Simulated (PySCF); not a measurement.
Electronic structure of Mn⁺ (manganese, charge +1) at the UHF level

Configuration: [Ar] 3d5 4s1, high-spin 7S determinant. Computed with PySCF 2.14 in Sapporo-DKH3-DZP-2012 (6s5p3d1f, 43 functions), with the spin-free X2C one-electron Hamiltonian (Gaussian nucleus).

```json
{
 "Total energy": "-1157.134961 hartree",
 "One-electron energy": "-1587.7497 hartree",
 "Hartree (Coulomb) energy": "481.9935 hartree",
 "Exchange energy": "-51.3787 hartree",
 "⟨S²⟩": "12.0003",
 "⟨L²⟩": "0.000",
 "Sum of ⟨r⟩": "17.88 bohr",
 "Sum of ⟨r²⟩": "25.96 bohr²",
 "Langevin diamagnetic susceptibility": "-20.6 ×10⁻⁶ cm³/mol",
 "Time after the integrals": "0.12 s of wall time on 1 thread of Neoverse-V1 (shared host)"
}
```

```
shell  electrons  mean orbital energy (eV)  rms radius, mean of both spins (bohr)
 1s α          1                   -6606.3                                 0.0703
 1s β          1                   -6606.2                                 0.0703
 2s α          1                   -813.26                                  0.302
 2s β          1                   -809.59                                  0.302
 2p α          3                   -686.95                                  0.273
 2p β          3                   -683.42                                  0.273
 3s α          1                   -119.33                                  0.916
 3s β          1                   -107.89                                  0.916
 3p α          3                   -82.622                                  0.988
 3p β          3                   -69.017                                  0.988
 3d α          5                   -25.211                                   1.29
 4s α          1                   -14.971                                   3.08
```

Densities and radii are taken from the X2C orbitals without a picture-change correction, which distorts them close to the nucleus.
